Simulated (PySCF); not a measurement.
**Correlation energy of S²⁺ (sulfur, charge +2)**

[Ne] 3s2 3p2, high-spin 3P determinant. Computed with PySCF 2.14 in x2c-TZVPall (5s5p2d1f, 37 functions), with the spin-free X2C one-electron Hamiltonian (Gaussian nucleus). Frozen: [Ne]; 4 electrons correlated.

MP2 pair energies summed by pair of shells (mhartree):

| pair | energy | share (%) |
| --- | --- | --- |
| 3s-3p | -40.97 | 62.8 |
| 3s-3s | -17.39 | 26.6 |
| 3p-3p | -6.92 | 10.6 |

Total MP2 correlation energy: -65.29 mhartree.

Same-spin part -10.81 and opposite-spin part -54.47 mhartree; SCS-MP2 scales them by 1/3 and 6/5 to -68.97 mhartree.

```json
{"level": "CCSD", "correlation energy (mhartree)": "-87.66"}
{"level": "(T)", "correlation energy (mhartree)": "-2.08"}
{"level": "CCSD(T)", "correlation energy (mhartree)": "-89.74"}
```

Diagnostics: T1 = 0.0084, D1 = 0.0219, largest double amplitude 0.104.

Problem. Is a single reference adequate?

Solution. Mostly. T1 lies below 0.03, but a double amplitude of this size points to a near-degeneracy that CCSD handles and MP2 describes poorly.
